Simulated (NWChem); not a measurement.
HSF2 cation; SMILES F[SH+]F

```xyz
4

F     -0.4806    -0.0059     1.2029
S      0.4890    -0.0724     0.0000
F     -0.4806    -0.0059    -1.2029
H      0.8274     1.2648     0.0000
```
Atoms are numbered in this order, from 1.

Program: NWChem. The geometry was optimised at PBE0/def2-SVP. B3LYP is NWChem's, with the RPA form of VWN correlation. Total energies compare along this basis series because the functional is fixed.

| level | basis functions | energy (Ha) | highest occupied level (eV) | orbital gap (eV) | relative time |
|---|---|---|---|---|---|
| B3LYP/cc-pVDZ | 51 | -598.0801 | -17.57 | 8.12 | 1 |
| B3LYP/aug-cc-pVDZ | 82 | -598.1095 | -17.71 | 8.09 | 2 |
| B3LYP/cc-pVTZ | 108 | -598.1957 | -17.67 | 8.07 | 3 |
| B3LYP/aug-cc-pVTZ | 165 | -598.2000 | -17.72 | 8.04 | 7 |
| B3LYP/cc-pVQZ | 199 | -598.2234 | -17.70 | 8.02 | 6 |

Relative times are rough (shared machine, one core).
